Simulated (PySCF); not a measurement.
# Which basis set comes closest?

Molecule: `SCc1ccccc1`, C7H8S.

Mapped SMILES: `[SH:1][CH2:2][c:3]1[cH:4][cH:5][cH:6][cH:7][cH:8]1`. Hydrogens are named by the atom that carries them.

Geometry PBE0-D3(BJ)/def2-SVP throughout; GIAO in PySCF 2.14, gas phase, one conformer, non-relativistic; equivalent atoms averaged; functional PBE0.

Reference values (estimated from measurements, as parent shift plus tabulated substituent increments; solution, not stated per compound (mostly CDCl3 or CCl4); Pretsch, Buehlmann, Badertscher, Structure Determination of Organic Compounds, 4th ed. (2009)): δ(C4/C8) = 127.9 ppm, δ(C5/C7) = 128.5 ppm, δ(C6) = 126.9 ppm. Computed shifts are taken against TMS, calculated as an isolated molecule at each level.

Problem. How do the basis sets STO-3G, pcSseg-0, 6-31G, 6-31G*, cc-pVDZ, def2-SVP, pcSseg-1, aug-cc-pVDZ, 6-311+G(2d,p), def2-TZVP perform against the reference? Times are CPU seconds on 1 thread of an Arm Neoverse V2, shared host.

Solution. 
```tsv
basis set	functions	C4/C8	C5/C7	C6	mean abs. error C	core-s
STO-3G	52	111.8	110.7	109.9	17.0	4.2
pcSseg-0	92	139.6	138.7	137.9	11.0	8.2
6-31G	92	125.3	124.8	123.8	3.1	8.8
6-31G*	132	123.0	122.5	121.4	5.5	13
cc-pVDZ	156	128.2	128.3	126.8	0.2	21
def2-SVP	156	127.0	126.5	125.1	1.6	18
pcSseg-1	183	134.2	134.0	132.8	5.9	27
aug-cc-pVDZ	260	127.2	127.2	126.0	1.0	46
6-311+G(2d,p)	272	132.2	132.1	130.7	3.9	38
def2-TZVP	302	133.8	133.5	132.1	5.4	57
```

For ¹³C the closest is cc-pVDZ (0.2 ppm) and the furthest STO-3G (17.0 ppm). Where a smaller basis beats a larger one, errors probably cancel. One molecule is a small sample, and vibrational and solvent effects are absent from the calculation.

A small basis that lands close on one nucleus may do so by chance; judge by the trend and by all nuclei.
